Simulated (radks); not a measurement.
Results of a calculation; reference values are marked as such.
Problem. The table gives one normalised radial function P(r) = r R(r) (large component) of Ru2+ in [Kr] 4d6 (r in bohr). Level of theory: Dirac Kohn-Sham, exchange-only PBE, spin-unpolarised, spherical densities, finite nucleus; open shells fill j = l - 1/2 first; Fermi nuclear charge, rms radius 4.4809 fm (a radial shooting solver on a logarithmic mesh with Libxc functionals).

r	P
0.001144	0.0000
0.001707	0.0000
0.002567	0.0000
0.00383	0.0001
0.005759	0.0004
0.008591	0.0012
0.01282	0.0037
0.01927	0.0115
0.02875	0.0332
0.04289	0.0905
0.06451	0.2304
0.09623	0.5101
0.1447	0.9675
0.2159	1.4483
0.3221	1.6226
0.4843	1.2392
0.7225	0.5833
1.078	0.1442
1.621	0.0138
2.418	0.0004
3.636	0.0000
5.425	0.0000

Which n and l does it have? It may be an empty orbital.

Solution. n = 3, l = 2: the number of nodes gives n - l - 1 = 0, the rise at small r points to l (this Dirac orbital starts outside the nucleus as r^gamma with gamma = sqrt((l + 1)^2 - (Z/c)^2) = 2.98; the j = 5/2 orbital of l + 1 starts with the same power, but with a smaller coefficient, and then steepens), and the extent must fit the shell. The curve is that of 3d5/2; the two j differ most near the nucleus, where j = l - 1/2 has the larger amplitude, and in heavy atoms j = l - 1/2 is also the more compact. 3d5/2: eigenvalue -290.17 eV, 0 radial nodes, <r> = 0.386 bohr, 90 % of the charge inside 0.614 bohr.
